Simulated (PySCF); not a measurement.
Species: C3H12Si3.
Z-matrix (Å and degrees, GFN2-xTB geometry), rows numbered from 1:
```
C 
C   1  1.3231
Si  2  1.8822  1  125.26
C   3  1.9078  2  110.14  1   108.70
Si  4  1.9017  3  111.52  2   175.30
Si  4  1.9030  3  113.14  2    47.28
H   1  1.0803  2  122.88  3  -179.47
H   1  1.0784  2  121.48  3     0.67
H   2  1.0838  1  118.04  3   179.42
H   3  1.4699  2  109.35  1   -12.06
H   3  1.4701  2  108.23  1  -130.88
H   4  1.0950  3  106.55  2   -68.98
H   5  1.4665  4  110.09  3   175.96
H   5  1.4661  4  110.03  3    56.54
H   5  1.4642  4  110.29  3   -63.63
H   6  1.4665  4  110.38  3   175.69
H   6  1.4670  4  110.10  3   -65.31
H   6  1.4648  4  110.25  3    55.29
```

The closed-shell SCF was solved with PySCF and density fitting under several settings on one GFN2-xTB geometry (grid level 2 and gas phase unless stated).

```tsv
settings	basis functions	SCF cycles	E (Eh)	HOMO (eV)	LUMO (eV)	dipole (D)
PBE0/pcSseg-1	183	13	-989.4221	-7.96	-0.51	0.98
CAM-B3LYP/def2-SVPD	228	12	-989.5727	-9.24	0.58	0.93
PBE0/IGLO-II, IEF-PCM acetonitrile, start guess atom	243	10	-989.4646	-7.83	-0.41	1.27
KT2/pcSseg-1	183	16	-999.6628	-6.83	-1.51	0.94
BHandHLYP/def2-SVPD, IEF-PCM methanol, damping 0.2 at the start, DIIS from the seventh cycle	228	12	-989.5637	-8.79	0.64	1.24
HCTH407/IGLO-II	243	15	-990.0866	-6.94	-1.54	0.93
```

Problem. Estimate the row for these settings: PBE0/IGLO-II.

Solution. 
```
    settings  basis functions  SCF cycles     E (Eh)  HOMO (eV)  LUMO (eV)  dipole (D)
PBE0/IGLO-II              243          14  -989.4620      -7.94      -0.52        0.96
```

Problem. Over all rows, what range does the HOMO–LUMO gap span?

Solution. From 5.32 eV (KT2/pcSseg-1) to 9.82 eV (CAM-B3LYP/def2-SVPD). The functional of the narrowest has no exact exchange, that of the widest range-separated exact exchange.

Problem. And the dipole moment?

Solution. From 0.93 D to 1.27 D; the largest is 1.37 times the smallest, and the median is 0.96 D.

Problem. Compare two rows with the functional PBE0: PBE0/pcSseg-1 and PBE0/IGLO-II. Which energy is lower, and by how much?

Solution. PBE0/IGLO-II (243 functions) lies 0.0399 Eh or 25 kcal/mol below PBE0/pcSseg-1 (183 functions).

Cycle counts include a coarse-grid stage where the run had one. KT2 was designed for NMR shieldings or shifts; total energies of different functionals aren't comparable. The species at its GFN2-xTB geometry (one conformer only).
